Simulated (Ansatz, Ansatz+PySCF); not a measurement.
```csv
atom,x (Å),y (Å),z (Å)
C,0.0019,-0.0058,-0.1717
H,0.0031,0.8537,0.5341
H,-0.0072,-0.8554,0.5365
```

Basis set: def2-SVP (spherical functions). Frozen core: 1 orbital. Charge 0, multiplicity 1.

Computed with Ansatz (development build ahead of 0.2.0); each method stands on the lowest determinant of its kind that the runs found. Restricted open shells among the atoms or ions are ROHF, correlated in semicanonical orbitals with singles.

Question: Give the atomization energy at this shape (free ground-state atoms in the same class of orbitals less the molecule, no zero-point energy) of singlet CH₂ by UHF-CCSD(T), RHF-CCSD(T), UHF-MP2, RHF-MP2, UHF, RHF.

Answer:

```
     method  atomization energy
UHF-CCSD(T)        716.1 kJ/mol
RHF-CCSD(T)        709.8 kJ/mol
    UHF-MP2        704.9 kJ/mol
    RHF-MP2        684.7 kJ/mol
        UHF        578.3 kJ/mol
        RHF        539.2 kJ/mol
```

Caution: another spin multiplicity may lie lower. Caution for UHF-CCSD(T), UHF-MP2, UHF: the determinant breaks the point group; the unrestricted determinant is spin contaminated. Caution for RHF-CCSD(T), RHF-MP2, RHF: an unrestricted determinant lies well below.
